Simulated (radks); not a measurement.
Initial-state core-level shifts of neutral samarium when its valence configuration changes from [Xe] 4f6 6s2. All-electron calculation, scalar-relativistic Kohn-Sham, BLYP, spin-unpolarised, spherical densities, finite nucleus; Fermi nuclear charge, rms radius 5.0819 fm. Program: a radial shooting solver on a logarithmic mesh with Libxc functionals. Shifts are changes of the shell-averaged eigenvalues in eV (positive: less bound); the change of the density at the nucleus, which sets a Mossbauer isomer shift, is in e/bohr^3, on a base of 5.57e+05.

valence,3s,3p,3d,5p,density at nucleus
4f5 5d1 6s2,-7.495,-7.477,-7.395,-2.767,+29.00
4f6 6s1 6p1,-1.265,-1.265,-1.267,-1.313,-18.86
4f5 6s2 6p1,-10.679,-10.662,-10.591,-5.790,+41.67
4f4 5d1 6s2 6p1,-19.932,-19.889,-19.711,-8.634,+77.24
4f5 5d2 6s1,-6.071,-6.053,-5.963,-1.399,+1.29
4f6 6s1.5 6p0.5,-0.653,-0.653,-0.654,-0.679,-8.88
4f5.5 6s2 6p0.5,-4.987,-4.979,-4.948,-2.834,+19.33
